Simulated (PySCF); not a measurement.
Compound: C4H4ClNOS.
Z-matrix (Å and degrees, GFN2-xTB geometry), rows numbered from 1:
```
C 
O   1  1.4109
C   2  1.3352  1  117.15
C   3  1.3662  2  125.84  1   179.82
N   4  1.3519  3  115.30  2  -179.99
C   5  1.2773  4  112.52  3     0.03
Cl  6  1.6894  5  124.57  4   179.97
S   3  1.7475  2  124.17  1    -0.17
H   1  1.0946  2  110.98  3   -60.35
H   1  1.0880  2  106.10  3  -179.73
H   1  1.0946  2  110.96  3    60.95
H   4  1.0722  3  125.33  2     0.03
```

Method: PBE0/def2-SVPD in PySCF (dipole) on a GFN2-xTB geometry, gas phase.

Take the most abundant isotopes and a rigid rotor. The values belong to one conformer with, in the numbering `[CH3:1][O:2][c:3]1[cH:4][n:5][c:6]([Cl:7])[s:8]1`, C1–O2–C3–C4 180°.

(1) Give the principal moments of inertia and the rotational constants in GHz.

(2) Classify the top.

(3) What does the inertial defect say?

(4) Give the other two planar moments, Paa and Pbb, and the rms extents of the mass along the axes.

(5) Give the coordinates in the principal-axis frame, origin at the centre of mass.

(6) List the rotational levels J(Ka,Kc) to J = 5 (MHz).

(7) Which lines would a microwave search look for?

## Answers

(1) Ia = 120.63, Ib = 577.49, Ic = 694.92 u·Å²; 505379 MHz·u·Å²/I gives 4189, 875.1 and 727.2 MHz, that is A = 4.1895, B = 0.8751, C = 0.7272 GHz.

(2) A near-prolate asymmetric top. Ray's parameter κ = (2B − A − C)/(A − C) = -0.915; −1 is the prolate and +1 the oblate limit.

(3) Not planar: Δ = Ic − Ia − Ib = -3.20 u·Å². For a rigid frame Δ = −2 Σ m c², so Σ m c² = 1.60 u·Å² lies off the ab plane, practically all of it from hydrogen. The atom farthest from that plane is 0.89 Å away.

(4) Paa = Σ m a² = (Ib + Ic − Ia)/2 = 575.89 and Pbb = Σ m b² = (Ia + Ic − Ib)/2 = 119.03 u·Å². With the mass M = 148.97 u, the rms extents √(P/M) along a, b and c are 1.97, 0.89, 0.10 Å.

(5) The sense of each axis is arbitrary; atoms in the order of the calculation.
| atom | mass (u) | a (Å) | b (Å) | c (Å) |
| --- | --- | --- | --- | --- |
| C1 | 12.000 | -3.190 | 0.889 | 0.002 |
| O2 | 15.995 | -2.612 | -0.398 | -0.001 |
| C3 | 12.000 | -1.279 | -0.468 | -0.001 |
| C4 | 12.000 | -0.538 | -1.616 | 0.000 |
| N5 | 14.003 | 0.802 | -1.438 | 0.000 |
| C6 | 12.000 | 1.132 | -0.204 | 0.000 |
| Cl7 | 34.969 | 2.724 | 0.362 | 0.001 |
| S8 | 31.972 | -0.223 | 0.925 | -0.001 |
| H9 | 1.008 | -2.889 | 1.452 | 0.892 |
| H10 | 1.008 | -4.267 | 0.737 | 0.007 |
| H11 | 1.008 | -2.897 | 1.452 | -0.890 |
| H12 | 1.008 | -0.937 | -2.611 | 0.000 |

(6) Above 0(0,0):
J = 1: 1(0,1) 1602, 1(1,1) 4917, 1(1,0) 5065
J = 2: 2(0,2) 4802, 2(1,2) 7974, 2(1,1) 8417, 2(2,1) 18360, 2(2,0) 18365
J = 3: 3(0,3) 9590, 3(1,3) 12556, 3(1,2) 13443, 3(2,2) 23167, 3(2,1) 23192, 3(3,1) 40112, 3(3,0) 40112
J = 4: 4(0,4) 15952, 4(1,4) 18660, 4(1,3) 20138, 4(2,3) 29573, 4(2,2) 29645, 4(3,2) 46531, 4(3,1) 46531, 4(4,1) 70240, 4(4,0) 70240
J = 5: 5(0,5) 23868, 5(1,5) 26282, 5(1,4) 28498, 5(2,4) 37574, 5(2,3) 37742, 5(3,3) 54558, 5(3,2) 54561, 5(4,2) 78263, 5(4,1) 78263, 5(5,1) 108747, 5(5,0) 108747
The levels of one J sum to (2J + 1)J(J + 1)(A + B + C)/3.

(7) The dipole components are |μa| = 3.08 D, |μb| = 2.06 D, |μc| = 0.00 D; the mirror of this Cs structure is the ab plane, so μc vanishes by symmetry and there are no c-type lines. Intensities carry the squares of the components, which stand as 1.00 : 0.45 (a : b). Some lines, for components of 0.1 D or more:

```csv
type,branch,"J(Ka,Kc)",MHz,lower level (cm⁻¹)
a,R,"2(1,2) ← 1(1,1)",3057,0.164
b,Q,"2(1,1) ← 2(0,2)",3615,0.160
a,R,"3(1,3) ← 2(1,2)",4582,0.266
a,R,"3(1,2) ← 2(1,1)",5026,0.281
a,R,"4(2,3) ← 3(2,2)",6406,0.773
a,R,"5(4,2) ← 4(4,1)",8023,2.343
b,Q,"4(2,3) ← 4(1,4)",10913,0.622
b,R,"3(3,0) ← 2(2,1)",21752,0.612
b,R,"4(3,1) ← 3(2,2)",23364,0.773
b,Q,"4(4,1) ← 4(3,2)",23709,1.552
b,R,"4(4,1) ← 3(3,0)",30128,1.338
```

Whether it is a minimum is left open (no frequencies). These are rigid-rotor constants of the computed structure; measured ground-state constants (B0) also hold zero-point vibration. A rigid rotor knows nothing of internal rotation, which can split or shift real lines. Quadrupole hyperfine structure (14N, 35Cl) is left out.

The run took 29 s on one thread of an Arm Neoverse V1, no GPU, shared host with 32 logical CPUs at a one-minute load of 16, and the process peaked at 0.86 GiB of memory. This is the PBE0/def2-SVPD job that gave the dipole, with the excitations it also computed.
